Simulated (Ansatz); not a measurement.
In₅, relaxed as a doublet with UKS PBE0-D4/def2-SVP in Ansatz, starting from the GFN2-xTB geometry. Force threshold 0.02 eV/Å.

In the def2 sets In takes a core potential; there is no spin–orbit coupling. The relaxation made no stability test and no search for a lower SCF solution. The structure comes from a short search, and lower isomers may exist.

Start:

```tsv
atom	x (Å)	y (Å)	z (Å)
In1	0.574	0.578	2.205
In2	-0.986	2.057	0.042
In3	0.370	-2.273	0.531
In4	-1.154	-0.906	-1.751
In5	1.196	0.544	-1.027
```

Problem. Estimate the energy that the relaxation releases and the steps that it takes.

Solution. 0.20 eV, in 15 steps; 85 s on 4 threads of Arm Neoverse V2 on a shared host. The force fell under the threshold at step 6, but the optimiser went on and released 0.100 eV more. No frequencies were taken in this run, so the end may be a saddle point.

Problem. Does the start keep its bonding and symmetry?

Solution. Bonds lost: In1–In2 (atoms count from 1). Point group Cs at the start, Cs at the end, both within 0.05 Å.

Problem. Predict the relaxed structure.

Solution. 
```
atom   x (Å)   y (Å)   z (Å)
 In1   1.102   0.212   1.914
 In2  -1.301   2.156  -0.068
 In3  -0.134  -2.243   0.854
 In4  -0.831  -1.066  -1.761
 In5   1.164   0.941  -0.939
```
Bond lengths (bridged metal pairs left out): 5 × In–In 2.88 to 2.95 Å.
